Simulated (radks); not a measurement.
Polarisabilities and homonuclear dispersion coefficients (atomic units). Method: non-relativistic Kohn-Sham, LDA (Slater exchange, VWN5 correlation), spin-unpolarised, spherical densities, point nucleus; computed with a radial shooting solver on a logarithmic mesh with Libxc functionals. Response by self-consistent Sternheimer equations with the Hartree and adiabatic LDA kernel. "Uncoupled" leaves out the induced potential. Quadrupole and octupole values are given only where no p, d or f shell is open. The Sternheimer factor gamma scales a distant field gradient at the nucleus by 1 - gamma.

species      configuration  alpha1 (bohr^3)  alpha1, uncoupled  alpha2 (bohr^5)  alpha3 (bohr^7)     C6      C8  Sternheimer gamma  recommended alpha1
Sr                [Kr] 5s2            188.5              352.6             4964           121600   2969  387400               5.84       197.2 +/- 0.2
Sr+               [Kr] 5s1            84.28              115.4             1863            17990  699.6   57120              -13.7                   -
Sr2+                  [Kr]            5.996              9.539            18.66            119.3  29.91   520.4              -39.8                   -
Sr3+     [Ar] 3d10 4s2 4p5            4.590              7.362                -                -  19.13       -                  -                   -
Sr4+     [Ar] 3d10 4s2 4p4            3.640              5.893                -                -  12.63       -                  -                   -
Sr5+     [Ar] 3d10 4s2 4p3            2.965              4.844                -                -  8.494       -                  -                   -
Sr6+     [Ar] 3d10 4s2 4p2            2.469              4.062                -                -  5.775       -                  -                   -

Recommended values: Schwerdtfeger and Nagle, table of static dipole polarisabilities (2023 update), measured or computed.

Beside tabulated values, note that relativity, absent from the non-relativistic runs, is large for the heavy elements, and spin-unpolarised runs miss the spin-polarisation part of the exchange energy of open shells.
